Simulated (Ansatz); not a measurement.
Species: AlO$_{3}$H$_{3}$, charge 0, singlet. AlO3H3 (SMILES [OH][Al]([OH])[OH]).
B3LYP-D3(BJ)/def2-TZVP minimum from Ansatz (an electronic-structure program):
```
Al
O 1 1.6928
H 2 0.9580 1 122.92
O 1 1.6928 2 120.00 3 -180.00
H 4 0.9580 1 122.92 2 0.00
O 1 1.6928 2 120.00 3 0.00
H 6 0.9580 1 122.92 2 180.00
```
Charge 0, spin multiplicity 1.

Hartree-Fock and CCSD correlation energies in hartree (Ansatz). Radicals and triplets start from unrestricted determinants; spin-orbit coupling is neglected. Cores are frozen in correlated methods. No relativity.

```json
[
 {"basis": "cc-pV(T+d)Z", "X": "3", "E(HF)": "-468.54605", "E(corr, CCSD)": "-0.81199"},
 {"basis": "cc-pV(Q+d)Z", "X": "4", "E(HF)": "-468.56988", "E(corr, CCSD)": "-0.86982"},
 {"basis": "cc-pV(5+d)Z", "X": "5", "E(HF)": "-468.57513", "E(corr, CCSD)": "withheld"}
]
```

### Question
Fit E(corr) = E∞ + A/X³ to X = 3 and 4, predict X = 5, and compare with the run.

### Answer
A = (-0.81199 - (-0.86982))/(1/27 - 1/64) = 2.7008; E∞ = -0.86982 - A/64 = -0.91202; at X = 5, E∞ + A/125 = -0.89041. The run gave -0.89034, 0.07 mEh above the prediction. The same form on X = 4 and 5 gives E∞ = -0.91187, 0.15 mEh above the first estimate.
